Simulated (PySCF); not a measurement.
CH$_{4}$Cl$_{4}$Si$_{2}$, singlet, geometry from GFN2-xTB, with bond 8-1 at 1.4 times its length.

Here is a job for PySCF.
```python
from pyscf import gto, scf, mcscf
import numpy

mol = gto.M(
    atom='''
Si    1.47997521    0.64490421    0.10761282
Cl    2.95445788    1.17269251   -1.16282604
Cl    2.14063265   -0.81102403    1.33507935
C     0.01296987   -0.02615979   -0.90343571
Si   -1.48298800   -0.63882752    0.10224764
Cl   -2.92086268   -1.24045291   -1.17729830
Cl   -2.17737086    0.88512376    1.22397591
H     0.97473891    2.26867069    1.22803736
H    -0.31690606    0.75504212   -1.59079655
H     0.36177629   -0.84554387   -1.53470687
H    -1.14617139   -1.75011948    0.97832963
''',
    basis='sto-3g',
    verbose=4,
)

mf = scf.RHF(mol)
mf.kernel()
mc = mcscf.CASSCF(mf, 5, 6)
mc.kernel()
occ = numpy.linalg.eigvalsh(mc.fcisolver.make_rdm1(mc.ci, mc.ncas, mc.nelecas))[::-1]
ss = mc.fcisolver.spin_square(mc.ci, mc.ncas, mc.nelecas)[0]
print('natural occupations', occ.round(4), ' <S^2>', round(ss, 4))
```

### Question
What is the computed number of basis functions (CASSCF(6,5)/STO-3G in PySCF)?

### Answer
63

### Question
What nuclear repulsion energy does CASSCF(6,5)/STO-3G give?

### Answer
791.1939 Eh

### Question
Give the SCF-reference Mulliken (on the basis functions themselves) charges in atom order at the level CASSCF(6,5)/STO-3G.

### Answer
Si1 0.91, Cl2 -0.35, Cl3 -0.36, C4 -0.45, Si5 0.96, Cl6 -0.35, Cl7 -0.36, H8 -0.07, H9 0.08, H10 0.08, H11 -0.10

### Question
What total energy does CASSCF(6,5)/STO-3G give?

### Answer
-2429.4680 Eh

### Question
Predict the SCF-reference HOMO energy from CASSCF(6,5)/STO-3G.

### Answer
-9.54 eV

### Question
What SCF-reference dipole moment does CASSCF(6,5)/STO-3G give?

### Answer
0.24 D
